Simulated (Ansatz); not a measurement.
A calculation with Ansatz (development build ahead of 0.2.0).

```yaml
crystal:
  periodic: [false, false, false]
  atoms:
    - { symbol: H, position_ang: [0.47888, 0.03415, 0.00698] }
    - { symbol: H, position_ang: [-0.26588, 0.41876, 0.03551] }
    - { symbol: H, position_ang: [-0.27357, -0.45929, 0.0658] }
basis:
  gaussian: { orbitals: aug-cc-pVDZ }
total_charge: 1
hamiltonian:
  xc: hf
correlation:
  method: mp2
  frozen_orbitals: { H: 0 }
```

The input is written out in the form of the current development build from the run's settings.

Results

```
Converged                       : yes
Reference energy                : -1.29299 hartree
Correlation energy              : -0.02940 hartree
Total energy                    : -1.32238 hartree
Spin squared of the determinant : 0.000
```

Caution: bonds are stretched, where a single reference can fail; stretched shape with no unrestricted run beside it, a lower state can exist.
